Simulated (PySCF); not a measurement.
# Relaxation of triplet RuN₂

These are results of PySCF, UPBE0, basis Ru def2-TZVP with ECP28, N def2-TZVP (scalar-relativistic core potentials, no spin–orbit coupling, density fitting), not measurements. A (50,194) grid was used.

A hand-made side-on start, of C2v symmetry, held to at least that symmetry:

```xyz
3
charge 0 multiplicity 3, angstrom
Ru    0.0000    0.0000   -0.4111
N     0.6000    0.0000    1.4959
N    -0.6000    0.0000    1.4959
```

Optimiser trace:
```
step  E − E(last) (kJ/mol)  largest gradient (Eh/bohr)
   0                  8.61                     0.06629
   1                  3.55                     0.04857
   2                  0.46                     0.00601
   3                  0.16                     0.00386
   4                  0.00                     0.00074
   5                  0.00                     0.00012
```

It ends at C2v with N–N 1.152 Å, Ru–N 2.034 Å (×2); N–N–Ru 73.6° (×2), N–Ru–N 32.9°. A frequency run shows a minimum.

With open d or f shells other occupations or spin states may lie lower. At this level a broken-symmetry Ms = 0 minimum of C∞v symmetry lies 25 kJ/mol below this structure.
